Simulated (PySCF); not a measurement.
mercury atom (Hg), singlet (core potentials on Hg). Base run: PySCF with PBE/def2-SVP.

PySCF was given this input:
```python
from pyscf import gto, scf, dft

mol = gto.Mole()
mol.atom = '''
    Hg    0.00000000    0.00000000    0.00000000
'''
mol.basis = 'def2-svp'
mol.ecp = {'Hg': 'def2-svp'}
mol.verbose = 4
mol.build()

mf = dft.RKS(mol)
mf.xc = 'pbe'
mf.kernel()
```

The base run was repeated with changes; each row names its change, and settings that it needs were set with it.

```json
[
 {"change": "base", "basis functions": "32", "E (Eh)": "-153.55159", "HOMO (eV)": "-6.76", "HOMO-LUMO gap (eV)": "6.10", "outcome": "converged"},
 {"change": "basis = ANO-RCC-VDZP; relativity = spin-free X2C; nucleus = Gaussian (with mol.nucmod = 'G'; without mol.ecp = {'Hg': 'def2-svp'})", "basis functions": "59", "E (Eh)": "-19625.19041", "HOMO (eV)": "-6.55", "HOMO-LUMO gap (eV)": "5.69", "outcome": "converged"},
 {"change": "basis = Sapporo-DKH3-DZP-2012; relativity = spin-free X2C (without mol.ecp = {'Hg': 'def2-svp'})", "basis functions": "65", "E (Eh)": "-19627.53536", "HOMO (eV)": "-6.61", "HOMO-LUMO gap (eV)": "10.60", "outcome": "converged"},
 {"change": "basis = Sapporo-DKH3-DZP-2012; relativity = spin-free X2C; nucleus = Gaussian (with mol.nucmod = 'G'; without mol.ecp = {'Hg': 'def2-svp'})", "basis functions": "65", "E (Eh)": "-19624.49655", "HOMO (eV)": "-6.61", "HOMO-LUMO gap (eV)": "10.59", "outcome": "converged"},
 {"change": "basis = x2c-SVPall; relativity = spin-free X2C (without mol.ecp = {'Hg': 'def2-svp'})", "basis functions": "69", "E (Eh)": "-19628.26663", "HOMO (eV)": "-6.82", "HOMO-LUMO gap (eV)": "5.87", "outcome": "converged"},
 {"change": "basis = Sapporo-DKH3-DZP-2012; relativity = none (without mol.ecp = {'Hg': 'def2-svp'})", "basis functions": "65", "E (Eh)": "-15902.12047", "HOMO (eV)": "-0.90", "HOMO-LUMO gap (eV)": "2.04", "outcome": "converged"},
 {"change": "basis = ANO-RCC-VDZP; relativity = spin-free X2C (without mol.ecp = {'Hg': 'def2-svp'})", "basis functions": "59", "E (Eh)": "-19629.40692", "HOMO (eV)": "-6.55", "HOMO-LUMO gap (eV)": "5.70", "outcome": "converged"},
 {"change": "basis = x2c-SVPall; relativity = none (without mol.ecp = {'Hg': 'def2-svp'})", "basis functions": "69", "E (Eh)": "-", "HOMO (eV)": "-", "HOMO-LUMO gap (eV)": "-", "outcome": "not converged"},
 {"change": "basis = x2c-SVPall; relativity = spin-free X2C; nucleus = Gaussian (with mol.nucmod = 'G'; without mol.ecp = {'Hg': 'def2-svp'})", "basis functions": "69", "E (Eh)": "-19624.79432", "HOMO (eV)": "-6.81", "HOMO-LUMO gap (eV)": "5.87", "outcome": "converged"},
 {"change": "basis = ANO-RCC-VDZP; relativity = none (without mol.ecp = {'Hg': 'def2-svp'})", "basis functions": "59", "E (Eh)": "-", "HOMO (eV)": "-", "HOMO-LUMO gap (eV)": "-", "outcome": "not converged"}
]
```

Total energies compare only within one method and basis.

Basis sets contracted for a relativistic Hamiltonian are a mismatch without it, so the rows without relativity aren't non-relativistic limits. No row has spin-orbit coupling; sets with core potentials leave out the core electrons.
